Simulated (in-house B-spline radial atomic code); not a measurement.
Radial electron density of C⁻, [He] 2s2 2p3. Level of theory: non-relativistic wB97X, spin-polarised, spherical fractional occupations, point nucleus; calculated with a B-spline radial code for spherical atoms.

Columns: r (bohr), 4πr²n(r) (electrons per bohr), bar.

```
  0.0106   0.1588 #
  0.0124   0.2126 ##
  0.0147   0.2907 ##
  0.0173   0.3902 ###
  0.0204   0.5228 ####
   0.024   0.6929 #####
  0.0283    0.915 ######
  0.0334    1.199 ########
  0.0394    1.553 ###########
  0.0464    1.981 ##############
  0.0547    2.493 ##################
  0.0645    3.085 ######################
  0.0761    3.742 ##########################
  0.0897    4.426 ###############################
   0.106      5.1 ####################################
   0.125    5.675 ########################################
   0.147    6.072 ###########################################
   0.173    6.222 ############################################
   0.204     6.06 ###########################################
   0.241    5.557 #######################################
   0.284    4.777 ##################################
   0.335    3.826 ###########################
   0.394    2.895 ####################
   0.465    2.125 ###############
   0.548    1.675 ############
   0.646    1.579 ###########
   0.762    1.767 ############
   0.898    2.084 ###############
    1.06    2.373 #################
    1.25    2.487 ##################
    1.47    2.368 #################
    1.74     2.04 ##############
    2.05    1.613 ###########
    2.41    1.181 ########
    2.84   0.7983 ######
    3.35   0.5007 ####
    3.95   0.2914 ##
    4.66    0.156 #
    5.49  0.07851 #
    6.48  0.03767 
    7.64  0.01717
```

On this grid the curve has 2 maxima, near 0.173, 1.25 bohr.

The 2s down radial function P(r) = rR(r), positive near the nucleus:

```csv
r (bohr),P
0.00333,0.01766
0.00463,0.02436
0.00644,0.03352
0.00895,0.04588
0.0124,0.06224
0.0173,0.08428
0.024,0.1122
0.0334,0.1473
0.0464,0.1887
0.0645,0.2337
0.0897,0.2756
0.125,0.3015
0.173,0.2918
0.241,0.2218
0.335,0.07233
0.465,-0.1543
0.646,-0.4222
0.898,-0.6541
1.25,-0.7517
1.74,-0.6735
2.41,-0.496
3.35,-0.2997
4.66,-0.1312
6.48,-0.02847
```
